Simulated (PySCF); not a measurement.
PySCF job for WO2Cl, SMILES [O]=[W](=[O])[Cl] (connectivity only; charge and spin as stated), neutral, multiplicity 2, TDA-M06-2X/def2-SVPD. The structure is a stationary point at B3LYP-D3(BJ)/def2-SVP. The multiplicity is an assumed one; other spin states were not compared. The isomer is the one that the SMILES or the coordinates give; other isomers of the formula were not compared. The def2 effective core potentials stand for the cores of W; spin–orbit coupling is left out.

```python
import numpy as np
from pyscf import gto, scf, dft, tdscf

mol = gto.M(
    atom='''
    W     0.22763439    0.07648873   -0.00000000
    O     1.14582857   -0.25273171   -1.40661522
    O     1.14582857   -0.25273171    1.40661523
    Cl   -2.06930601   -0.09508579    0.00000000
    ''',
    basis='def2-SVPD',
    ecp={'W': 'def2-svp'},
    charge=0,
    spin=1,
    max_memory=1600,
    verbose=4,
)
mf = dft.UKS(mol, xc='m06-2x').density_fit(auxbasis='def2-universal-jkfit')
mf.grids.level = 4
mf.conv_tol = 1e-9
mf.max_cycle = 100
mf.kernel()
fine, coarse = mf.grids, dft.Grids(mol).set(level=1).build(with_non0tab=True)
for _ in range(3):  # follow internal instabilities
    mf.grids = coarse
    mo, _, stable, _ = mf.stability(return_status=True, nroots=4)
    mf.grids = fine
    if stable:
        break
    mf.kernel(mf.make_rdm1(mo, mf.mo_occ))
mf.grids = dft.Grids(mol).set(level=2).build(with_non0tab=True)  # coarser grid for the response kernel
td = tdscf.TDA(mf)
td.nstates = 10
td.conv_tol = 1e-4
td.positive_eig_threshold = 1e-6
td.kernel(x0=td.get_init_guess(mf, 15))
td.analyze(verbose=3)
```

It prints:

```
PySCF version 2.14.0

[INPUT] verbose = 4
[INPUT] num. atoms = 4
[INPUT] num. electrons = 47
[INPUT] charge = 0
[INPUT] spin (= nelec alpha-beta = 2S) = 1
[INPUT] symmetry False subgroup None
[INPUT] Mole.unit = angstrom
[INPUT] Symbol           X                Y                Z      unit          X                Y                Z       unit  Magmom
[INPUT]  1 W      0.227634390000   0.076488730000   0.000000000000 AA    0.430166653632   0.144542751316   0.000000000000 Bohr   0.0
[INPUT]  2 O      1.145828570000  -0.252731710000  -1.406615220000 AA    2.165302183002  -0.477593714893  -2.658117528445 Bohr   0.0
[INPUT]  3 O      1.145828570000  -0.252731710000   1.406615230000 AA    2.165302183002  -0.477593714893   2.658117547342 Bohr   0.0
[INPUT]  4 Cl    -2.069306010000  -0.095085790000   0.000000000000 AA   -3.910421626816  -0.179686101438   0.000000000000 Bohr   0.0

nuclear repulsion = 176.939983339143
number of shells = 42
number of NR pGTOs = 171
number of NR cGTOs = 108
basis = def2-SVPD
ecp = {'W': 'def2-svp'}


[settings echo left out]
init E= -664.739310386419
  alpha nocc = 24  HOMO = -0.365337408731999  LUMO = -0.338592903336613
  beta  nocc = 23  HOMO = -0.596808027873941  LUMO = -0.365337408731995

WARN: HOMO -0.365337408731999 >= LUMO -0.365337408731995

cycle= 1 E= -677.042676666633  delta_E= -12.3  |g|= 0.947  |ddm|= 5.22
  alpha nocc = 24  HOMO = -0.206284727353107  LUMO = -0.154566760475025
  beta  nocc = 23  HOMO = -0.249025719188374  LUMO = -0.206322419624514

WARN: HOMO -0.206284727353107 >= LUMO -0.206322419624514

cycle= 2 E= -673.142339307269  delta_E=  3.9  |g|= 3.13  |ddm|= 3.11
  alpha nocc = 24  HOMO = -0.31346619955737  LUMO = -0.0825082814485191
  beta  nocc = 23  HOMO = -0.35869629630365  LUMO = -0.184794910412852
  HOMO = -0.313466199557  LUMO = -0.184794910413  gap/eV = 3.50132
cycle= 3 E= -677.395360285143  delta_E= -4.25  |g|= 0.141  |ddm|= 2.61
  alpha nocc = 24  HOMO = -0.354902183486765  LUMO = -0.107601308750663
  beta  nocc = 23  HOMO = -0.40755326346304  LUMO = -0.200296631816971
  HOMO = -0.354902183487  LUMO = -0.200296631817  gap/eV = 4.20703
cycle= 4 E= -677.405752994664  delta_E= -0.0104  |g|= 0.0538  |ddm|= 0.281
  alpha nocc = 24  HOMO = -0.351673422933911  LUMO = -0.095790442943094
  beta  nocc = 23  HOMO = -0.412035451126221  LUMO = -0.194997687235013
  HOMO = -0.351673422934  LUMO = -0.194997687235  gap/eV = 4.26336
cycle= 5 E= -677.407415744466  delta_E= -0.00166  |g|= 0.0126  |ddm|= 0.0938
  alpha nocc = 24  HOMO = -0.348846131116378  LUMO = -0.092336998999176
  beta  nocc = 23  HOMO = -0.411681677657922  LUMO = -0.192978412536933
  HOMO = -0.348846131116  LUMO = -0.192978412537  gap/eV = 4.24138
cycle= 6 E= -677.407639531233  delta_E= -0.000224  |g|= 0.00839  |ddm|= 0.0331
  alpha nocc = 24  HOMO = -0.350451569383828  LUMO = -0.0934154961773696
  beta  nocc = 23  HOMO = -0.414847666742601  LUMO = -0.194853919395528
  HOMO = -0.350451569384  LUMO = -0.194853919396  gap/eV = 4.23403
cycle= 7 E= -677.407767593768  delta_E= -0.000128  |g|= 0.00411  |ddm|= 0.0214
  alpha nocc = 24  HOMO = -0.350416263910733  LUMO = -0.0930309940811983
  beta  nocc = 23  HOMO = -0.415705955075286  LUMO = -0.194741373731944
  HOMO = -0.350416263911  LUMO = -0.194741373732  gap/eV = 4.23613
cycle= 8 E= -677.407847717982  delta_E= -8.01e-05  |g|= 0.00224  |ddm|= 0.0214
  alpha nocc = 24  HOMO = -0.350491515916474  LUMO = -0.0928862958620305
  beta  nocc = 23  HOMO = -0.416239053338019  LUMO = -0.195476168772814
  HOMO = -0.350491515916  LUMO = -0.195476168773  gap/eV = 4.21818
cycle= 9 E= -677.407874018592  delta_E= -2.63e-05  |g|= 0.00116  |ddm|= 0.0133
  alpha nocc = 24  HOMO = -0.350571528617075  LUMO = -0.0927916015729015
  beta  nocc = 23  HOMO = -0.416513670590684  LUMO = -0.196169331256613
  HOMO = -0.350571528617  LUMO = -0.196169331257  gap/eV = 4.20150
cycle= 10 E= -677.407881498497  delta_E= -7.48e-06  |g|= 0.000327  |ddm|= 0.0094
  alpha nocc = 24  HOMO = -0.350585771177954  LUMO = -0.0927469343672731
  beta  nocc = 23  HOMO = -0.416543990380814  LUMO = -0.196137568674118
  HOMO = -0.350585771178  LUMO = -0.196137568674  gap/eV = 4.20275
cycle= 11 E= -677.407881881486  delta_E= -3.83e-07  |g|= 0.000205  |ddm|= 0.00174
  alpha nocc = 24  HOMO = -0.350617668411813  LUMO = -0.0927553458872522
  beta  nocc = 23  HOMO = -0.416518250169812  LUMO = -0.19614295066927
  HOMO = -0.350617668412  LUMO = -0.196142950669  gap/eV = 4.20347
cycle= 12 E= -677.40788195481  delta_E= -7.33e-08  |g|= 0.00016  |ddm|= 0.000684
  alpha nocc = 24  HOMO = -0.350613209280162  LUMO = -0.0927369328365005
  beta  nocc = 23  HOMO = -0.416540487757655  LUMO = -0.196114579136122
  HOMO = -0.35061320928  LUMO = -0.196114579136  gap/eV = 4.20412
cycle= 13 E= -677.407881980286  delta_E= -2.55e-08  |g|= 5.46e-05  |ddm|= 0.000286
  alpha nocc = 24  HOMO = -0.350619584724768  LUMO = -0.092736247363173
  beta  nocc = 23  HOMO = -0.416545659757843  LUMO = -0.196107331865662
  HOMO = -0.350619584725  LUMO = -0.196107331866  gap/eV = 4.20449
cycle= 14 E= -677.407881997291  delta_E= -1.7e-08  |g|= 3.46e-05  |ddm|= 0.000385
  alpha nocc = 24  HOMO = -0.350618413731404  LUMO = -0.092731765248062
  beta  nocc = 23  HOMO = -0.416547982066774  LUMO = -0.196110643868224
  HOMO = -0.350618413731  LUMO = -0.196110643868  gap/eV = 4.20437
cycle= 15 E= -677.407882003131  delta_E= -5.84e-09  |g|= 2.99e-05  |ddm|= 0.00023
  alpha nocc = 24  HOMO = -0.350617556049023  LUMO = -0.0927287000775663
  beta  nocc = 23  HOMO = -0.41655096419428  LUMO = -0.196112137538918
  HOMO = -0.350617556049  LUMO = -0.196112137539  gap/eV = 4.20431
cycle= 16 E= -677.407882005928  delta_E= -2.8e-09  |g|= 2e-05  |ddm|= 0.000175
  alpha nocc = 24  HOMO = -0.3506189521997  LUMO = -0.092728458537058
  beta  nocc = 23  HOMO = -0.416553505496265  LUMO = -0.196113181921945
  HOMO = -0.3506189522  LUMO = -0.196113181922  gap/eV = 4.20432
cycle= 17 E= -677.40788200709  delta_E= -1.16e-09  |g|= 7.48e-06  |ddm|= 0.000138
  alpha nocc = 24  HOMO = -0.350618380739594  LUMO = -0.0927268942546028
  beta  nocc = 23  HOMO = -0.416552519272587  LUMO = -0.196114012917064
  HOMO = -0.35061838074  LUMO = -0.196114012917  gap/eV = 4.20428
cycle= 18 E= -677.4078820073  delta_E= -2.1e-10  |g|= 3.31e-06  |ddm|= 6.14e-05
  alpha nocc = 24  HOMO = -0.35061915448457  LUMO = -0.0927273868714208
  beta  nocc = 23  HOMO = -0.416552424448623  LUMO = -0.196114810031744
  HOMO = -0.350619154485  LUMO = -0.196114810032  gap/eV = 4.20428
Extra cycle  E= -677.407882007317  delta_E= -1.67e-11  |g|= 3.76e-06  |ddm|= 1.05e-05
converged SCF energy = -677.407882007317  <S^2> = 0.76410547  2S+1 = 2.0140561
tot grids = 25616
uhf_internal: lowest eigs of H = [0.13215085 0.19301088 0.19872532 0.20764383]
<class 'pyscf.df.df_jk.DFUKS'> wavefunction is stable in the internal stability analysis
tot grids = 49752
Overwritten attributes  positive_eig_threshold  of <class 'pyscf.tdscf.uks.TDA'>


******** <class 'pyscf.tdscf.uks.TDA'> for <class 'pyscf.df.df_jk.DFUKS'> ********
nstates = 10
deg_eia_thresh = 1.000e-03
wfnsym = None
conv_tol = 0.0001
eigh lindep = 1e-12
eigh level_shift = 0
eigh max_cycle = 100


Excitation energies (eV)
[1.72551796 2.62559215 2.90781808 3.494483   3.68736443 3.79679515
 4.03083926 4.3484934  4.58869026 4.70404619]

** Excitation energies and oscillator strengths **
Excited State   1:      1.72552 eV    718.53 nm  f=0.0020
Excited State   2:      2.62559 eV    472.21 nm  f=0.0002
Excited State   3:      2.90782 eV    426.38 nm  f=0.0000
Excited State   4:      3.49448 eV    354.80 nm  f=0.0011
Excited State   5:      3.68736 eV    336.24 nm  f=0.0042
Excited State   6:      3.79680 eV    326.55 nm  f=0.0047
Excited State   7:      4.03084 eV    307.59 nm  f=0.0005
Excited State   8:      4.34849 eV    285.12 nm  f=0.0003
Excited State   9:      4.58869 eV    270.20 nm  f=0.0003
Excited State  10:      4.70405 eV    263.57 nm  f=0.0003
```

Self-consistency was reached.
